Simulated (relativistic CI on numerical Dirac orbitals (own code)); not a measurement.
# W XIII: sensitivity of the levels to the model

Base calculation: Dirac-Coulomb-Breit CI, separate exchange-only KLI orbitals for each configuration, model QED, unscaled Slater integrals.

Configurations in the expansion (outside the closed core [Kr] 4d10): 4f14.5s2, 4f13.5s2.5p, 4f14.5s.5p, 4f14.5s.5d, 4f13.5s2.5d, 4f14.5s.5f, 4f13.5s2.6s, 4f14.5p.5d, 4f14.5p2, 4f13.5p3, 4f13.5p2.5d, 4f13.5p2.6s, 4f14.5d2, 4f13.5p.5d2, 4f13.5d3, 4f13.5d2.6s. Double excitations out of closed p, d and f shells are left out; levels of such configurations are missing from the list, as are those of other unlisted configurations, and high levels can miss mixing partners.

Variants: (1) QED terms removed; (2) non-relativistic limit. Shifts of the energy above 4f14.5s2 1S_0, in cm⁻¹, for the lowest level and the first level of each name with at least 55 % of one term (blank where a level changes its place among those of its configuration and J or its character, or is not in the variant):

```tsv
Level	Base	Δ(1)	Δ(2)
4f14.5s2 1S_0	0	0	0
4f13.5s2.5p 3D_3	10442	-298	+185954
4f13.5s2.5p 3G_3	28570	-370	+174359
4f13.5s2.5p 3G_5	117879	-397	+85050
4f13.5s2.5p 3D_1	128600	-471	+67796
4f13.5s2.5p 3F_4	133674	-399	
4f14.5s.5p 3P°_0	224000	+1658	-27255
4f14.5s.5p 3P°_1	241486	+1652	-44741
4f14.5s.5p 3P°_2	333188	+1547	-136444
4f14.5s.5p 1P°_1	391302	+1543	-121394
4f14.5p2 3P_0	530357	+3344	-80722
4f13.5s2.5d 3P°_2	537185	-153	+68636
4f13.5s2.5d 3H°_5	545276	-151	+70499
4f13.5s2.5d 3P°_1	555541	-218	+50280
```

At this charge transitions that keep the count of f electrons are usually good to a few per cent. Levels and lines within the n = 5 or 6 shells can be off by up to 10 % or somewhat more, and those that change n by about 2 %, since core polarisation is missing. Levels that differ in their count of f electrons can be misplaced by several ten thousand cm⁻¹, since the correlation energy of f electrons is missing or only estimated; rates across such gaps can be off by orders of magnitude.

Ionisation energy from one configuration of each of the two ions, the ground ones as tabulated or assumed: base 255.131 eV. The NIST ASD value (semi-empirical) is 258.3 ± 1.2 eV.

LS names give the leading component of a level, which can be under half, so a name can repeat, a term be missing and a line seem to break the LS rules.
